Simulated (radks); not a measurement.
The numbers below are computed, except where a source is named.
Isoelectronic series with 27 electrons, each ion in its NIST ground configuration. Code: a radial shooting solver on a logarithmic mesh with Libxc functionals. Model: scalar-relativistic Kohn-Sham, PBE, spin-polarised, spherical densities, finite nucleus; open shells are filled with parallel spins first (spin-orbit coupling, left out, can overturn this in heavy ions); Fermi nuclear charge, rms radius of each element as measured or else 0.836 A^(1/3) + 0.57 fm. Total energies (hartree) and mean radii <r> (bohr) (* marks an orbital that is empty in some or all of the ions):

ion    configuration  E (hartree)  4s down*  4s up*
Co      [Ar] 3d7 4s2  -1393.22011     2.967   2.841
Cu2+        [Ar] 3d9  -1653.76807     2.289   2.273
Ga4+        [Ar] 3d9  -1939.45697     1.811   1.803
As6+        [Ar] 3d9  -2250.12831     1.521   1.517
Br8+        [Ar] 3d9  -2585.85179     1.321   1.318
Rb10+       [Ar] 3d9  -2946.76130     1.171   1.169
Nb14+       [Ar] 3d9  -3744.84811    0.9599  0.9587
Tc16+       [Ar] 3d9  -4182.44455    0.8815  0.8805
Rh18+       [Ar] 3d9  -4646.06007    0.8152  0.8143
Ag20+       [Ar] 3d9  -5135.95993    0.7583  0.7576
In22+       [Ar] 3d9  -5652.42723    0.7088  0.7082
Sb24+       [Ar] 3d9  -6195.76955    0.6653  0.6648
I26+        [Ar] 3d9  -6766.31501    0.6268  0.6264
Cs28+       [Ar] 3d9   -7364.4177    0.5924  0.5920
La30+       [Ar] 3d9   -7990.4537    0.5614  0.5611
